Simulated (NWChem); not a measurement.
The numbers come from NWChem runs, not from measurements. System: CH2F, charge 0, spin multiplicity 2, at a geometry optimised with UPBE0/def2-SVP. The structure started from a generated list of species. Its SCF solution wasn't tested for a lower state. Level: UHF/def2-TZVP.

Input file:

```
start mol
memory heap 200 mb stack 900 mb global 1100 mb
geometry units angstroms nocenter noautoz
  C     -0.640553     0.074020     0.000000
  F      0.678826    -0.039403     0.000000
  H     -1.133059    -0.044748     0.966953
  H     -1.133059    -0.044748    -0.966953
  symmetry group Cs
end
basis spherical
  * library def2-tzvp
end
scf
  uhf
  nopen 1
  maxiter 100
  thresh 1e-7
  semidirect memsize 60000000 filesize 0
  # guess.movecs holds the orbitals of an unrestricted PBE0 run
  vectors input guess.movecs output mol.movecs
end
task scf energy
```

Part of the output:

```
             Northwest Computational Chemistry Package (NWChem) 7.3.0
             --------------------------------------------------------

                                NWChem Input Module
                                -------------------

 Scaling coordinates for geometry "geometry" by  1.889725989
 (inverse scale =  0.529177249)

 Turning off AUTOSYM since
 SYMMETRY directive was detected!

                             Geometry "geometry" -> ""
                             -------------------------

 Output coordinates in angstroms (scale by  1.889725989 to convert to a.u.)

  No.       Tag          Charge          X              Y              Z
 ---- ---------------- ---------- -------------- -------------- --------------
    1 C                    6.0000    -0.64055300     0.07402000     0.00000000
    2 F                    9.0000     0.67882600    -0.03940300     0.00000000
    3 H                    1.0000    -1.13305900    -0.04474800     0.96695300
    4 H                    1.0000    -1.13305900    -0.04474800    -0.96695300

 Effective nuclear repulsion energy (a.u.)      32.3073863545

            Nuclear Dipole moment (a.u.)
            ----------------------------
        X                 Y               Z
 ---------------- ---------------- ----------------
    -0.0000037795    -0.0000056692     0.0000000000

      Symmetry information
      --------------------

 Group name             Cs
 Group number              2
 Group order               2
 No. of unique centers     3

      Symmetry unique atoms

     1    2    3


 Summary of "ao basis" -> "" (spherical)
 ------------------------------------------------------------------------------
       Tag                 Description            Shells   Functions and Types
 ---------------- ------------------------------  ------  ---------------------
 *                         def2-tzvp                  on all atoms

 Summary of "ao basis" -> "ao basis" (spherical)
 ------------------------------------------------------------------------------
       Tag                 Description            Shells   Functions and Types
[...]
    13     -0.228711  1 C  py                 4      0.167789  1 C  s

 Vector   11  Occ=0.000000D+00  E= 2.177155D-01  Symmetry=a'
              MO Center= -4.9D-01,  7.0D-02,  2.7D-17, r^2= 4.5D+00
   Bfn.  Coefficient  Atom+Function         Bfn.  Coefficient  Atom+Function
  ----- ------------  ---------------      ----- ------------  ---------------
    36      1.690697  2 F  s                 12     -1.486926  1 C  px
     5     -1.147999  1 C  s                 43     -0.517510  2 F  px
     9     -0.320598  1 C  px                 4     -0.305225  1 C  s
    34      0.156766  2 F  s

 center of mass
 --------------
 x =   0.16749135 y =   0.00283051 z =   0.00000000

 moments of inertia (a.u.)
 ------------------
           7.084403575240           3.497196703680           0.000000000000
           3.497196703680          63.890864523076           0.000000000000
           0.000000000000           0.000000000000          57.515005881002

  Mulliken analysis of the total density
  --------------------------------------

    Atom       Charge   Shell Charges
 -----------   ------   -------------------------------------------------------
    1 C    6     5.99   0.85  1.12  0.50  0.64  0.12  1.16  1.19  0.28  0.03  0.08  0.01
    2 F    9     9.26   0.77  1.20  0.59  1.01  0.34  2.24  2.27  0.82  0.00  0.02  0.00
    3 H    1     0.87   0.26  0.49  0.10  0.02
    4 H    1     0.87   0.26  0.49  0.10  0.02

  Mulliken analysis of the alpha density
  --------------------------------------

    Atom       Charge   Shell Charges
 -----------   ------   -------------------------------------------------------
    1 C    6     3.57   0.43  0.56  0.27  0.35  0.07  0.77  0.83  0.22  0.01  0.04  0.01
    2 F    9     4.64   0.39  0.60  0.30  0.51  0.17  1.14  1.14  0.38  0.00  0.01  0.00
    3 H    1     0.39   0.12  0.22  0.04  0.01
    4 H    1     0.39   0.12  0.22  0.04  0.01

   Mulliken analysis of the beta density
   -------------------------------------

    Atom       Charge   Shell Charges
 -----------   ------   -------------------------------------------------------
    1 C    6     2.42   0.43  0.56  0.23  0.29  0.05  0.39  0.36  0.05  0.02  0.04  0.01
    2 F    9     4.63   0.39  0.60  0.29  0.50  0.17  1.10  1.13  0.43  0.00  0.01  0.00
    3 H    1     0.48   0.14  0.27  0.06  0.01
    4 H    1     0.48   0.14  0.27  0.06  0.01

   Mulliken analysis of the spin density
   -------------------------------------

    Atom       Charge   Shell Charges
 -----------   ------   -------------------------------------------------------
    1 C    6     1.16   0.00 -0.00  0.05  0.06  0.02  0.39  0.47  0.17 -0.00  0.00 -0.00
    2 F    9     0.01   0.00 -0.00  0.00  0.00 -0.01  0.05  0.01 -0.05  0.00  0.00  0.00
    3 H    1    -0.08  -0.02 -0.05 -0.02  0.01
    4 H    1    -0.08  -0.02 -0.05 -0.02  0.01

       Multipole analysis of the density wrt the origin
       ------------------------------------------------

     L   x y z        total         alpha         beta         nuclear
     -   - - -        -----         -----         ----         -------
     0   0 0 0     -0.000000     -9.000000     -8.000000     17.000000

     1   1 0 0     -0.620713      0.261253     -0.881962     -0.000004
     1   0 1 0     -0.060874     -0.224984      0.164117     -0.000006
     1   0 0 1      0.000000      0.000000     -0.000000      0.000000

     2   2 0 0     -8.476421    -21.707740    -19.539399     32.770718
     2   1 1 0      0.175184      1.084702      0.603928     -1.513446
     2   1 0 1     -0.000000     -0.000000      0.000000      0.000000
     2   0 2 0     -9.200374     -5.832458     -3.549511      0.181595
     2   0 1 1      0.000000      0.000000      0.000000      0.000000
     2   0 0 2     -7.718657     -7.340601     -7.055932      6.677877

 Task  times  cpu:        1.7s     wall:        1.7s

 Total times  cpu:        1.7s     wall:        1.7s
```
